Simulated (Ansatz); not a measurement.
```yaml
crystal:
  periodic: [false, false, false]
  atoms:
    - {symbol: O, position_ang: [-0.971342, -0.046963, 1.301263]}
    - {symbol: Sn, position_ang: [-0.012600, 0.040747, -0.385517]}
    - {symbol: O, position_ang: [1.542298, -1.082654, -0.136581]}
    - {symbol: Br, position_ang: [-1.304476, -0.850879, -2.253781]}
    - {symbol: Br, position_ang: [0.591467, 2.372312, -0.852453]}
    - {symbol: H, position_ang: [-1.500362, 0.735010, 1.483555]}
    - {symbol: H, position_ang: [1.716215, -1.235573, 0.798015]}
basis:
  gaussian: {orbitals: def2-mTZVPP}
hamiltonian: {xc: {name: B2GP-PLYP}}
accuracy: high
```

```sh
$ ansatz run in.yaml --threads 4 --pin off --events-out ev --progress --plain --max-ram 11315MiB
```

Shortened log:

```
Functional definition: B2GP-PLYP
3109 factors; integrals over basis functions are off by at most 2.0e-8 eV
mean field evaluation 1: about -149995.9118 eV, gradient 6.1e1 eV
mean field evaluation 2: about -149995.9691 eV, gradient 6.1e1 eV
mean field evaluation 4: about -150002.2016 eV, gradient 3.3e0 eV
mean field evaluation 8: about -150002.2355 eV, gradient 3.3e-1 eV
mean field evaluation 16: about -150002.2358 eV, gradient 2.2e-4 eV
mean field -150002.23581562 eV, -5512.4804910570 hartree, gradient 5.3e-8 eV, S^2 0.000000; 0 other end points of the search recorded, 0 dependent functions left out
24 core orbitals not correlated: weight in the atoms' cores, before any rotation towards them, 1.000 or more for the frozen orbitals, at most 0.000 for the correlated occupied ones
reference -150002.23583556 eV, -5512.4804917894 hartree; 31, 31 occupied and 111, 111 virtual orbitals, 3109 factors
second order -31.98969408 eV of doubles, -0.00000000 eV of singles
Total energy: -150013.75212543 eV, -5512.9037076361 hartree
```

It took 15 s on 4 threads of an Arm Neoverse V2 on a shared host, with 0.98 GiB of host memory at the peak.
